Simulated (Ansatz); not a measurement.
One change: `[Cl][SnH2][Cl]` becomes `[SiH3][SnH2][Cl]`.

Ansatz, PBE0-D4/def2-TZVP geometries, multiplicity 1. 

Elements past krypton have def2 core potentials.

```
                                                                                  property  `[Cl][SnH2][Cl]`
                                                         LUMO energy (PBE/def2-TZVPP) / eV             -2.30
                                                       HOMO energy (B3LYP/def2-TZVPP) / eV             -8.68
                                            zero-point energy (PBE0-D4/def2-TZVP) / kJ/mol              42.5
                                                     HOMO energy (ωB97M-V/def2-TZVPP) / eV            -11.15
                                        size of the dipole moment (ωB97M-V/def2-TZVPP) / D              2.62
ideal-gas entropy at 298 K and 1 bar (rigid rotor, harmonic PBE0-D4/def2-TZVP) / J/(mol·K)               315
```

Q: Give the same properties after the change, and the shifts. (Best estimate.)

A: The calculation gave: 
| property | `[SiH3][SnH2][Cl]` | shift |
| --- | --- | --- |
| LUMO energy (PBE/def2-TZVPP) / eV | -1.86 | 0.44 |
| HOMO energy (B3LYP/def2-TZVPP) / eV | -7.81 | 0.87 |
| zero-point energy (PBE0-D4/def2-TZVP) / kJ/mol | 103.4 | 60.9 |
| HOMO energy (ωB97M-V/def2-TZVPP) / eV | -10.06 | 1.09 |
| size of the dipole moment (ωB97M-V/def2-TZVPP) / D | 2.80 | 0.18 |
| ideal-gas entropy at 298 K and 1 bar (rigid rotor, harmonic PBE0-D4/def2-TZVP) / J/(mol·K) | 353 | 38 |

With PBE0 the HOMO rises by 0.91 eV and the LUMO rises by 0.31 eV, so the gap narrows by about 0.60 eV. PBE moves the HOMO by 0.72 eV and ωB97M-V by 1.09 eV. The zero-point energy changes by 60.9 kJ/mol with +9 modes. Dipoles are sizes alone; their direction can turn.

B3LYP here is the variant with VWN-RPA as its local correlation; programs differ in this.
